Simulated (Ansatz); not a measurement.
Input file for Ansatz (a program for electronic structure): U-CCSD(T)/def2-TZVPP on LuH, 2S+1 = 3, a spin state set in the input, which need not be the lowest, a point of a bond scan (R = 1.953 Å). Elements past Kr take the def2 small-core potentials; no spin–orbit coupling.

Ansatz 0.2 input:
```yaml
crystal:
  periodic: [false, false, false]
  atoms:
    - {symbol: Lu, position_ang: [0.00000000, 0.00000000, 0.00000000]}
    - {symbol: H, position_ang: [0.00000000, 0.00000000, 1.95260600]}
basis:
  gaussian:
    orbitals: def2-TZVPP
    pivot_positions_ang: [[0.00000000, 0.00000000, 0.00000000], [0.00000000, 0.00000000, 1.95260600]]
magnetization: {spin_polarized: true, initial_magnetization: 2}
correlation: {method: ccsd_t, electrons: valence}
output: {orbitals: {seedname: ./end}}
```

Question: What total energy does the run end on?

Answer: -1234.1373 hartree (reference determinant -1232.9415, T1 diagnostic 0.021).

Question: How many basis functions does it have, and what does it roughly cost on one machine?

Answer: 119 functions; very roughly 7 core-minutes.
